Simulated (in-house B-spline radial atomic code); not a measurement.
# O⁵⁺: [He] 5f1 (an excited or competing configuration)

All numbers are computed (Dirac-Hartree-Fock, average of configuration; Fermi nucleus of rms radius 2.6991 fm) with an all-electron radial atomic-structure program (B-spline basis), not measured.

Screening seen three ways: the hydrogenic charge with the same mean radius, Z_r = [3n² - l(l+1)]/(2<r>), the one with the same energy, Z_e = n√(-2ε), and Slater's rules. Values are occupation-weighted means over j.

```
shell  electrons   ε (eV)  <r> (bohr)   Z_r   Z_e  Slater
   1s          2   -733.3      0.1965  7.63  7.34    7.70
   5f          1  -19.593        5.25  6.00  6.00    6.00
```

The least bound orbital is 5f7/2 at -19.59 eV, and it is also the most diffuse (<r> = 5.25 bohr).

Spin-orbit splittings of the orbital energies (j = l + 1/2 above j = l - 1/2 when positive): 5f 0.0006262 eV.

For the 1s electron the small component carries 0.0788 % of the norm, the zero-frequency Breit interaction raises the level by 0.1645 eV, self-energy by 0.06527 eV, and vacuum polarisation lowers it by 0.003192 eV.
